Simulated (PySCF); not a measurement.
Start geometry of `C=C(F)/C(F)=C\N(C)C` from GFN2-xTB (Å):
```
atom  x, y, z in Å
C1     3.2826    0.3573    0.0492
C2     2.0249   -0.0697   -0.0156
F3     1.6664   -0.8785   -1.0507
C4     0.9927    0.1644    0.9681
F5     1.5310    0.4884    2.1949
C6    -0.3572    0.1009    0.9655
N7    -1.2465    0.0221   -0.0492
C8    -2.5916   -0.4168    0.2153
C9    -0.8798    0.1128   -1.4371
H10    4.0019    0.0702   -0.6943
H11    3.5998    0.9927    0.8527
H12   -0.8130    0.2023    1.9439
H13   -2.7341   -1.4620   -0.0816
H14   -2.8151   -0.3268    1.2761
H15   -3.2981    0.1986   -0.3464
H16   -1.7215    0.5285   -1.9934
H17   -0.6232   -0.8590   -1.8691
H18   -0.0279    0.7809   -1.5465
```

Problem. What comes out of this run: PBE0-D3(BJ)/def2-SVP geometry optimisation, gas phase (PySCF 2.14.0)?

Solution. 
```
atom  x, y, z in Å
C1     3.321    0.238    0.126
C2     2.021   -0.057    0.016
F3     1.593   -0.805   -1.013
C4     0.987    0.292    0.970
F5     1.505    0.731    2.141
C6    -0.367    0.200    0.936
N7    -1.252    0.017   -0.084
C8    -2.546   -0.538    0.212
C9    -0.925    0.192   -1.473
H10    4.032   -0.150   -0.602
H11    3.669    0.849    0.957
H12   -0.837    0.354    1.915
H13   -2.608   -1.619   -0.016
H14   -2.773   -0.410    1.280
H15   -3.327   -0.024   -0.373
H16   -1.811    0.586   -1.998
H17   -0.611   -0.740   -1.973
H18   -0.109    0.920   -1.574
```

The energy falls by 1.7 kcal/mol over 10 energy and gradient evaluations, the largest force component goes from 0.0195 to 3.5e-04 Eh/bohr, and the atoms move by 0.154 Å rms after alignment. The bond that changes most is C4–F5 (vinylic C–F carbon to vinyl fluorine), which shortens by 0.025 Å. Bonds longer at the end by more than 0.005 Å: 12 of 17; shorter: 2. Among the angles that change most is C2–C4–C6, from 134.8° to 132.7°. Among the dihedrals that turn most is F3–C2–C4–C6, from -23° to -12°. Rotational constants go from 2619, 1123, 832.6 to 2649, 1119, 836.6 MHz. The orientation of the end geometry is arbitrary; only internal coordinates are fixed.

The run used 171 basis functions and 73 SCF cycles in all. Time: 2.5 min wall; peak memory 0.87 GiB. Hardware: one thread, Arm Neoverse V1 (aarch64), on a shared host.

No frequency check. The numbers are those of one conformer.
